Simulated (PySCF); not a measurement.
CH7NSi2, SMILES [SiH2]1CN[SiH2]1.

Coordinates come from a B3LYP-D3(BJ)/def2-SVP optimisation. This is a generated structure with no PubChem entry under its InChIKey; it may be hypothetical.

Two levels are set side by side: PBE/def2-TZVP (PySCF) and ωB97X/def2-TZVP (PySCF). Same geometry, gas phase. Differences are taken from unrounded values.

| quantity | ωB97X |
|---|---|
| orbital gap (eV) | 10.95 |
| highest occupied level (eV) | -9.10 |
| lowest empty level (eV) | 1.85 |
| dipole moment (D) | 0.91 |
| mean polarisability (bohr³) | 72.5 |

### Question
What does PBE give, and how far is it from ωB97X? (The exact figures need the calculation; the answer reports its results.)

### Answer

```csv
quantity,PBE,PBE minus ωB97X
orbital gap (eV),4.40,-6.54
highest occupied level (eV),-5.40,3.70
lowest empty level (eV),-0.99,-2.84
dipole moment (D),1.05,0.15
mean polarisability (bohr³),76.3,3.7
```

PBE's occupied levels lie high since its potential decays too fast outside the molecule; exact exchange lowers them and widens the gap. Loosely held outer electrons make PBE densities more polarisable. Differences between two approximate levels are no errors against the true value.

Rough cost on one machine, each run with all the roots and properties that it gave: ωB97X against PBE within a factor of 2.
